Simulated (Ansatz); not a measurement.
Gas-phase electronic energies from Ansatz, PBE0-D4/def2-TZVP geometries. CBS: MP2 limit from def2 TZ/QZ plus the TZ coupled-cluster correction, frozen cores. Each species was taken in one conformer, which may not be the lowest.

`CB[SiH]([SiH3])Cl` + `CCS` → `CBSCC` + `[SiH3][SiH2]Cl`  (cleavage of the B–Si bond)

`CB[SiH]([SiH3])Cl`:

Cartesian coordinates in Å:
```
C -1.870 -1.199 0.731
B -1.100 0.142 0.719
Si 0.899 0.282 0.635
Si 1.583 1.010 -1.489
Cl 1.826 -1.547 0.983
H -2.848 -1.153 1.216
H -2.083 -1.385 -0.337
H -1.306 -2.064 1.085
H -1.703 1.179 0.652
H 1.425 1.235 1.653
H 1.030 2.365 -1.761
H 1.079 0.071 -2.526
H 3.067 1.064 -1.563
```

`CCS`:

Z-matrix (Å, degrees):
```
C
C 1 1.514
H 1 1.094 2 110.6
H 1 1.091 2 111.0 3 120.4
H 1 1.093 2 111.0 3 -119.6
S 2 1.813 1 114.1 3 -177.2
H 2 1.092 1 111.5 3 58.7
H 2 1.093 1 110.8 3 -60.2
H 6 1.343 2 96.8 1 -62.2
```

`CBSCC`:

Z-matrix (Å, degrees):
```
C
B 1 1.561
H 1 1.096 2 109.7
H 1 1.091 2 114.9 3 -122.4
H 1 1.096 2 109.6 3 115.3
S 2 1.768 1 120.3 3 122.6
H 2 1.199 1 121.6 3 -57.4
C 6 1.822 2 104.8 1 180.0
C 8 1.514 6 110.3 2 -179.7
H 8 1.090 6 108.0 2 58.7
H 8 1.090 6 108.0 2 -58.1
H 9 1.092 8 111.2 6 60.2
H 9 1.093 8 110.2 6 -180.0
H 9 1.092 8 111.2 6 -60.1
```

`[SiH3][SiH2]Cl`:

Cartesian coordinates in Å:
```
Si -0.450 0.735 0.842
Si 0.527 -0.734 -0.691
Cl -0.519 -0.628 -2.468
H 0.291 0.677 2.131
H -1.866 0.345 1.072
H -0.398 2.121 0.308
H 1.940 -0.376 -0.976
H 0.475 -2.140 -0.218
```

```json
{"species": "`CB[SiH]([SiH3])Cl`", "CCSD(T)/CBS(def2) energy (Eh)": "-1105.62411"}
{"species": "`CCS`", "CCSD(T)/CBS(def2) energy (Eh)": "-477.49091"}
{"species": "`CBSCC`", "CCSD(T)/CBS(def2) energy (Eh)": "-542.18088"}
{"species": "`[SiH3][SiH2]Cl`", "CCSD(T)/CBS(def2) energy (Eh)": "-1040.97629"}
```

Problem. Work out ΔE.

Solution. ΔE = (-542.18088) + (-1040.97629) − (-1105.62411) − (-477.49091) = -0.04215 Eh = -26.4 kcal/mol.

Largest T1 diagnostic among the species: 0.012.

The D4 term adds +0.7 kcal/mol with B3LYP and +0.5 kcal/mol with PBE0; it sums over pairs of atoms, weighted by their polarisabilities, and B3LYP, whose exchange is more repulsive, gets the larger term.

B3LYP here is the variant with VWN-RPA as its local correlation; programs differ in this.
